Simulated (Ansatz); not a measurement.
FH$_{2}$SeSn, SMILES `[F][SnH][SeH]` radical, charge 0, multiplicity 2.

Question: Give a relaxed structure at PBE0-D4/def2-TZVP (the Gaussian-basis code of Ansatz). (An estimate is asked.)

Answer: Ansatz gave: 
Cartesian coordinates in Å:
```
F -1.229 -1.420 -0.325
Sn 0.573 -0.731 -0.183
Se 0.286 1.781 0.095
H 1.169 -1.398 1.309
H -0.798 1.769 -0.897
```
